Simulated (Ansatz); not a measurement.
Isomers of Si3S4⁻ (doublet), relaxed with PBE-D4/def2-SVPD; total energies from Ansatz at RPA@PBE/def2-TZVPD.

```tsv
isomer	description	energy (Eh)
A	point group Cs; 6 × S–Si 2.00 to 2.26 Å; 1 × Si–Si 2.32 Å	-2458.77424
B	point group not assigned; 6 × S–Si 1.99 to 2.33 Å; 1 × Si–Si 2.49 Å	-2458.76158
C	point group Cs; 6 × S–Si 2.01 to 2.21 Å; 1 × Si–Si 2.28 Å	-2458.76622
D	point group not assigned; 6 × S–Si 2.01 to 2.32 Å; 2 × Si–Si 2.45 to 2.50 Å	-2458.76276
E	point group Cs; 8 × S–Si 2.01 to 2.36 Å; 1 × Si–Si 2.58 Å	-2458.78631
```

Correlated methods freeze 35 core orbitals.

The isomers come from a short search, and lower ones may exist.

**Question.** Work out the relative energies (1 Eh = 2625.5 kJ/mol) and the Boltzmann populations at 1200 K from electronic energies alone (R = 8.314 J/mol/K).

**Answer.** ΔE: A 31.7, B 64.9, C 52.7, D 61.8, E 0.0 kJ/mol. RT = 9.98 kJ/mol. Factors exp(−ΔE/RT): A 0.0417, B 0.0015, C 0.00509, D 0.00204, E 1; sum 1.050. Populations: A 4.0 %, B 0.1 %, C 0.5 %, D 0.2 %, E 95.2 %. Zero-point energy, vibrational entropy and symmetry numbers are left out and can shift these; an error of 4 kJ/mol changes a ratio by a factor of 1.5. Over the other density-functional and correlated levels in def2 sets, the gap between E and A ranges from 16 to 48 kJ/mol.
